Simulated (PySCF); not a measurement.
## Energy of Fe (iron, neutral) between two integer charges

The 4s beta orbital of [Ar] 3d6 4s2 is emptied in steps (occupation f), with all orbitals relaxed, ending at [Ar] 3d6 4s1. All numbers are calculated (PySCF 2.14, the non-relativistic Hamiltonian (point nucleus), in aug-cc-pVTZ (8s7p5d3f2g, 93 functions)). The exact energy is a straight line in f; departures are measured from the line between the end points of the same method.

```json
{"f": "1", "BHandHLYP (eV)": "0.000", "BLYP (eV)": "0.000"}
{"f": "0.75", "BHandHLYP (eV)": "-0.300", "BLYP (eV)": "-0.602"}
{"f": "0.5", "BHandHLYP (eV)": "-0.408", "BLYP (eV)": "-0.811"}
{"f": "0.25", "BHandHLYP (eV)": "-0.315", "BLYP (eV)": "-0.614"}
{"f": "0", "BHandHLYP (eV)": "0.000", "BLYP (eV)": "0.000"}
```

```
   method  E(f=0) − E(f=1) (eV)  −ε at f=1 (eV)  −ε at f=0.5 (eV)
BHandHLYP                 7.659           6.091             7.619
     BLYP                 7.936           4.763             7.903
```

Orbital energy along the path (eV):

```json
{"f": "1", "BHandHLYP": "-6.091", "BLYP": "-4.763"}
{"f": "0.75", "BHandHLYP": "-6.836", "BLYP": "-6.304"}
{"f": "0.5", "BHandHLYP": "-7.619", "BLYP": "-7.903"}
{"f": "0.25", "BHandHLYP": "-8.461", "BLYP": "-9.557"}
{"f": "0", "BHandHLYP": "-9.350", "BLYP": "-11.160"}
```

Reference removal energy between the ground levels: 7.902 eV (measured; NIST Atomic Spectra Database, ionization energies). The calculation has no spin-orbit coupling.
